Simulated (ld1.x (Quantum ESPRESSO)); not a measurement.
What the settings do to the TM potential of Ga

Base potential:

Ga, norm-conserving Troullier–Martins (Kleinman–Bylander form), made with ld1.x (Quantum ESPRESSO) 7.5 (LDA (PZ), scalar-relativistic). Core [Ar] 3d10, reference 4s2 4p0 (charge +1). Waves: 4p (bound, empty): rc 2.30 bohr; 4d channel at -0.2 Ry: rc 2.20 bohr; 4s (bound): rc 1.70 bohr. Local part: the s channel. Core correction: none.

All-electron outer shells of the reference configuration (LDA (PZ), scalar-relativistic, ld1.x):

| shell | level (eV) | outermost node (bohr) | outermost maximum (bohr) |
| --- | --- | --- | --- |
| 4s | -16.66 | 0.81 | 1.85 |
| 4p | -9.30 | 0.87 | 2.29 |

Cutoffs, loose and tight: the cutoffs (Ry, on a coarse ladder) from which the occupation-weighted sum of valence levels, in a spherical-Bessel basis at the reference potential, stays within 10 and 1 mRy of its value at 400 Ry. They do not see the model core or the augmentation charge, which bear on the density cutoff. Test errors are all-electron minus pseudo excitation energies from the reference, over the configurations 4s2 4p1; 4s1 4p0; 4s2 4p0.5; 4s2 4p1.3; 4s1 4p1; 4s1 4p2; 4s0 4p3 (two spin-polarised tests are not counted in the largest error). A dash means not determined; rows that change the core or the reference have their own tests.

A true bound ghost makes a file unfit for plane-wave use even where its test errors are small: the radial tests pick states by their node count and pass the ghost by.

| change | outcome | cutoff, loose | cutoff, tight | bound ghosts | largest test error (meV) |
| --- | --- | --- | --- | --- | --- |
| base | generated | 18 Ry | 40 Ry | d | +101 |
| all radii scaled by about 0.76 (s 1.30, p 1.76, d 1.68 bohr) | generated | 45 Ry | 140 Ry | p, d | +112 |
| all radii scaled by about 0.84 (s 1.42, p 1.92, d 1.84 bohr) | generated | 35 Ry | 80 Ry | d | +99 |
| all radii scaled by about 0.92 (s 1.56, p 2.12, d 2.04 bohr) | generated | 25 Ry | 50 Ry | d | +99 |
| all radii scaled by about 1.08 (s 1.84, p 2.48, d 2.38 bohr) | generated | 21 Ry | 35 Ry | d | +102 |
| all radii scaled by about 1.13 (s 1.92, p 2.58, d 2.48 bohr) | generated | 18 Ry | 35 Ry | none | +102 |
| all radii scaled by about 1.23 (s 2.08, p 2.82, d 2.70 bohr) | generated | 12 Ry | 35 Ry | none | +98 |
| all radii scaled by about 1.29 (s 2.20, p 2.98, d 2.84 bohr) | generated | 12 Ry | 30 Ry | none | +94 |
| all radii scaled by about 1.40 (s 2.38, p 3.22, d 3.08 bohr) | generated | 10 Ry | 25 Ry | p | +87 |

Reading the sweep of the scale of all radii (base = 1) (base included, trends over the rows without a ghost): Bound ghosts are found at 0.76, 0.84, 0.92, 1, 1.08, 1.4.
